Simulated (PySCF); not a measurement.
Compound: C8H7FS.
Geometry (PBE0-D3(BJ)/def2-SVP, Å), atoms numbered from 1 in this order:
```xyz
17
C8H7FS angstrom
C      3.319    0.453   -1.225
C      2.059    0.323   -0.775
C      1.671   -0.641    0.232
C      0.445   -0.865    0.763
C     -0.838   -0.245    0.517
C     -2.008   -0.595    1.167
C     -3.115    0.172    0.734
F     -4.333   -0.002    1.229
C     -2.816    1.097   -0.229
S     -1.146    1.034   -0.620
H      4.126   -0.178   -0.842
H      3.580    1.191   -1.987
H      1.292    0.981   -1.194
H      2.484   -1.270    0.611
H      0.382   -1.652    1.521
H     -2.071   -1.374    1.926
H     -3.493    1.796   -0.716
```

Linear response at CAM-B3LYP/def2-SVPD (PySCF, frozen core in the response, non-relativistic). One conformer (not necessarily the lowest) at the PBE0-D3(BJ)/def2-SVP geometry, without solvent, vibrations or thermal averaging.

Static isotropic polarisability: 129.03 au (19.12 Å³), principal values 66.9, 112.6, 207.6 au.

What is the polarisability at 1064 nm and at the sodium D line?

132.36 au at 1064 nm (+2.6 %), 141.83 au at 589.3 nm (+9.9 %). The rise at 589.3 nm is 3.85 times that at 1064 nm; a pure ω² law gives 3.26. The lowest singlet lies at 303 nm, shorter than both wavelengths.

What is the isotropic C6 coefficient between two such molecules, C6 = (3/π)∫α(iω)² dω?

5191 au (Eh·bohr⁶) by a ten-point quadrature over imaginary frequencies, which is 3100 eV·Å⁶ or 299 J·nm⁶/mol.

Which effective excitation energy ω̄ makes London's formula C6 = (3/4)α²ω̄ exact here?

ω̄ = 4·C6/(3α²) = 0.416 Eh = 11.3 eV. A one-pole form α(ω) = α/(1 − ω²/ω̄²) fitted to the 1064 nm value gives 7.3 eV. London's choice of the ionisation energy (7.88 eV, ΔSCF at the same level) gives C6 = 3610 au, 30 % too low.

The lowest 6 singlets have (eV, f): 4.10, 0.527; 5.09, 0.212; 5.67, 0.000; 5.89, 0.000; 6.02, 0.000; 6.08, 0.244. What share of the static polarisability do they carry in the sum over states α = Σ f/ω²?

34.20 au, 26.5 % of α; the largest term, 23.26 au, is that of the state at 4.10 eV. Their oscillator strengths add up to 0.98. Higher states carry the rest.

What n − 1 at the D line would an ideal gas of it have at 273.15 K and 1 atm (2.6868 × 10¹⁹ cm⁻³), by n − 1 = 2π·N·α′?

35.48 × 10⁻⁴, a formal value whether or not that pressure can be reached.

What three-body coefficient follows from the one-pole estimate C9 = (3/4)·α·C6?

502000 au. This is an estimate from the two numbers above, not a computed integral.
